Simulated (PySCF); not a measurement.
O⁻ (oxygen, charge -1) across methods

[He] 2s2 2p5, 2P determinant. All numbers are calculated (PySCF 2.14, the non-relativistic Hamiltonian (point nucleus), in aug-cc-pwCVDZ (5s4p2d, 27 functions)).

| method | E (hartree) | mean ε 2s β (eV) | mean ε 2p α (eV) | mean ε 2p β (eV) | Σ⟨r²⟩ (bohr²) | ⟨S²⟩ |
| --- | --- | --- | --- | --- | --- | --- |
| LDA | -74.5841 | -11.430 | 1.233 | 2.521 | 21.30 | 0.757 |
| r2SCANh | -75.0912 | -12.828 | 0.522 | 1.957 | 20.26 | 0.759 |
| PBE | -75.0576 | -11.426 | 1.457 | 2.631 | 21.16 | 0.755 |
| UHF | -74.77749 | -19.942 | -4.741 | -2.153 | 19.00 | 0.769 |
| r2SCAN | -75.0961 | -11.977 | 1.133 | 2.484 | 20.47 | 0.758 |
| M06-L | -75.1164 | -11.854 | 1.285 | 2.758 | 20.24 | 0.766 |
| PBE0 | -75.0526 | -13.760 | -0.117 | 1.293 | 20.30 | 0.756 |
| BP86 | -75.1385 | -11.606 | 1.320 | 2.455 | 21.17 | 0.755 |
| PBEsol | -74.8015 | -11.339 | 1.457 | 2.700 | 21.17 | 0.756 |

The highest occupied level is positive at LDA, r2SCANh, PBE, r2SCAN, M06-L, PBE0, BP86, PBEsol: only the finite basis holds that electron, which in a density functional comes from self-interaction.
